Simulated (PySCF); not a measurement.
FS, SMILES F[S] (connectivity only; charge and spin as stated), charge -1, multiplicity 1. Atoms are numbered in the order given.

```xyz
2

F      0.0000     0.0000    -1.1152
S      0.0000     0.0000     0.6273
```
Charge -1, spin multiplicity 1.

Coordinates come from a PBE-D3(BJ)/def2-TZVPD optimisation. The multiplicity is an assumed one; other spin states were not compared.

Level of theory: CAM-B3LYP/def2-TZVPD in PySCF.

The molecule is in vacuum.

```json
{
 "total_energy": "-498.09624 hartree",
 "point_group": "C∞v",
 "highest_occupied_level": "-1.47 eV",
 "lowest_empty_level": "4.66 eV",
 "orbital_gap": "6.13 eV",
 "dipole_moment_about_the_centre_of_nuclear_charge": "0.97 D",
 "mean_static_polarisability": "42.1 bohr³ (6.25 Å³)",
 "polarisability_principal_values": "38.4, 44.0, 44.0 bohr³"
}
```
